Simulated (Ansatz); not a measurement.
Isolated molecules relaxed with PBE0-D4/def2-TZVP in Ansatz; ΔE leaves out vibrations. CBS: MP2 limit from def2 TZ/QZ plus the TZ coupled-cluster correction, frozen cores. This one scheme is used for every species. Functionals use def2-TZVPP. B3LYP here is the variant with VWN-RPA as its local correlation; programs differ in this. HSE06 is defined as in plane-wave codes. One conformer a species, not always the lowest.

Reaction (hydrogenolysis of a C–F bond): `FCO[SiH2]Cl` + H₂ → `CO[SiH2]Cl` + H–F

```json
{"level": "LDA (SPW92)", "ΔE (kJ/mol)": "-58.6", "difference from CCSD(T)/CBS": "16.3"}
{"level": "PBE-D4", "ΔE (kJ/mol)": "-62.0", "difference from CCSD(T)/CBS": "12.9"}
{"level": "revPBE-D4", "ΔE (kJ/mol)": "-61.2", "difference from CCSD(T)/CBS": "13.7"}
{"level": "BLYP-D4", "ΔE (kJ/mol)": "-58.4", "difference from CCSD(T)/CBS": "16.5"}
{"level": "r2SCAN-D4", "ΔE (kJ/mol)": "-59.0", "difference from CCSD(T)/CBS": "15.9"}
{"level": "B97M-V", "ΔE (kJ/mol)": "-63.6", "difference from CCSD(T)/CBS": "11.3"}
{"level": "PBE0-D4", "ΔE (kJ/mol)": "-68.0", "difference from CCSD(T)/CBS": "6.9"}
{"level": "B3LYP-D4", "ΔE (kJ/mol)": "-63.5", "difference from CCSD(T)/CBS": "11.4"}
{"level": "r2SCANh-D4", "ΔE (kJ/mol)": "-61.7", "difference from CCSD(T)/CBS": "13.2"}
{"level": "r2SCAN0-D4", "ΔE (kJ/mol)": "-65.3", "difference from CCSD(T)/CBS": "9.6"}
{"level": "HSE06-D4", "ΔE (kJ/mol)": "-68.1", "difference from CCSD(T)/CBS": "6.8"}
{"level": "BHLYP-D4", "ΔE (kJ/mol)": "-66.7", "difference from CCSD(T)/CBS": "8.2"}
{"level": "CAM-B3LYP-D4", "ΔE (kJ/mol)": "-62.3", "difference from CCSD(T)/CBS": "12.6"}
{"level": "ωB97X-V", "ΔE (kJ/mol)": "-60.9", "difference from CCSD(T)/CBS": "14.0"}
{"level": "ωB97M-V", "ΔE (kJ/mol)": "-63.6", "difference from CCSD(T)/CBS": "11.3"}
{"level": "B2PLYP", "ΔE (kJ/mol)": "-68.1", "difference from CCSD(T)/CBS": "6.8"}
{"level": "PBE-QIDH", "ΔE (kJ/mol)": "-72.6", "difference from CCSD(T)/CBS": "2.3"}
{"level": "PBE", "ΔE (kJ/mol)": "-63.3", "difference from CCSD(T)/CBS": "11.6"}
{"level": "revPBE", "ΔE (kJ/mol)": "-65.2", "difference from CCSD(T)/CBS": "9.7"}
{"level": "BLYP", "ΔE (kJ/mol)": "-61.3", "difference from CCSD(T)/CBS": "13.6"}
{"level": "r2SCAN", "ΔE (kJ/mol)": "-59.4", "difference from CCSD(T)/CBS": "15.5"}
{"level": "PBE0", "ΔE (kJ/mol)": "-69.1", "difference from CCSD(T)/CBS": "5.8"}
{"level": "B3LYP", "ΔE (kJ/mol)": "-65.6", "difference from CCSD(T)/CBS": "9.3"}
{"level": "r2SCANh", "ΔE (kJ/mol)": "-62.1", "difference from CCSD(T)/CBS": "12.8"}
{"level": "r2SCAN0", "ΔE (kJ/mol)": "-65.7", "difference from CCSD(T)/CBS": "9.2"}
{"level": "BHLYP", "ΔE (kJ/mol)": "-68.3", "difference from CCSD(T)/CBS": "6.6"}
{"level": "CAM-B3LYP", "ΔE (kJ/mol)": "-63.4", "difference from CCSD(T)/CBS": "11.5"}
{"level": "LC-ωPBE", "ΔE (kJ/mol)": "-68.5", "difference from CCSD(T)/CBS": "6.4"}
{"level": "RPA@PBE/def2-TZVPP", "ΔE (kJ/mol)": "-65.5", "difference from CCSD(T)/CBS": "9.4"}
{"level": "HF/def2-SVP", "ΔE (kJ/mol)": "-58.4", "difference from CCSD(T)/CBS": "16.5"}
{"level": "MP2/def2-SVP", "ΔE (kJ/mol)": "-59.1", "difference from CCSD(T)/CBS": "15.8"}
{"level": "CCSD/def2-SVP", "ΔE (kJ/mol)": "-58.3", "difference from CCSD(T)/CBS": "16.6"}
{"level": "CCSD(T)/def2-SVP", "ΔE (kJ/mol)": "-55.6", "difference from CCSD(T)/CBS": "19.3"}
{"level": "SCS-MP2/def2-TZVPP", "ΔE (kJ/mol)": "-72.1", "difference from CCSD(T)/CBS": "2.8"}
{"level": "CCSD/def2-TZVPP", "ΔE (kJ/mol)": "-73.2", "difference from CCSD(T)/CBS": "1.7"}
{"level": "HF/def2-QZVPP", "ΔE (kJ/mol)": "-69.5", "difference from CCSD(T)/CBS": "5.4"}
{"level": "MP2/def2-QZVPP", "ΔE (kJ/mol)": "-77.9", "difference from CCSD(T)/CBS": "-3.0"}
{"level": "HF/CBS(def2)", "ΔE (kJ/mol)": "-69.6", "difference from CCSD(T)/CBS": "5.3"}
{"level": "MP2/CBS(def2)", "ΔE (kJ/mol)": "-79.4", "difference from CCSD(T)/CBS": "-4.5"}
{"level": "CCSD/CBS(def2)", "ΔE (kJ/mol)": "-77.4", "difference from CCSD(T)/CBS": "-2.5"}
{"level": "CCSD(T)/CBS", "ΔE (kJ/mol)": "-74.9", "difference from CCSD(T)/CBS": "0"}
```

Largest T1 diagnostic among the species: 0.011.

From BLYP to BHLYP (50 % exact exchange), in def2-TZVPP and without D4, ΔE moves by −7.0 kJ/mol. At CCSD(T), def2-SVP lies +19.3 kJ/mol from the extrapolated value and def2-TZVPP +4.1 kJ/mol.

CCSD(T)/CBS has its own doubt, a few kJ/mol and more with outer-core shells, so smaller differences from it don't rank the levels.
